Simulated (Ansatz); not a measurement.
```yaml
crystal:
  periodic: [false, false, false]
  atoms:
    - {symbol: C, position_ang: [-0.582808, 0.300572, -1.241715]}
    - {symbol: N, position_ang: [0.480652, 0.882061, -0.779510]}
    - {symbol: Si, position_ang: [0.967932, 0.269727, 0.808181]}
    - {symbol: Al, position_ang: [-0.970895, -0.992440, 0.212314]}
    - {symbol: H, position_ang: [-1.000788, 0.626382, -2.124113]}
    - {symbol: H, position_ang: [0.985356, 1.327671, 1.819168]}
    - {symbol: H, position_ang: [2.361383, -0.292270, 0.695947]}
    - {symbol: H, position_ang: [-2.120507, -2.204052, 0.470938]}
basis:
  gaussian: {orbitals: def2-TZVPD, fitting: {mean_field: def2-universal-jkfit}}
magnetization: {spin_polarized: true, initial_magnetization: 0}
hamiltonian: {xc: {name: r2SCAN50}}
accuracy: high
kpoints: {mp_grid: {grid: [2, 2, 2]}}
output: {forces: true}
```

```sh
$ ansatz run in.yaml --threads 2 --pin off --events-out ev --progress --plain --max-ram 4352MiB
```

Output, abridged:

```
Error: invalid value for `basis.gaussian`: such a run doesn't read kpoints; remove what it names
```

(1) Something in this input is off. What?

Results:

(1) The input holds a key that doesn't belong there. The program refused the input.
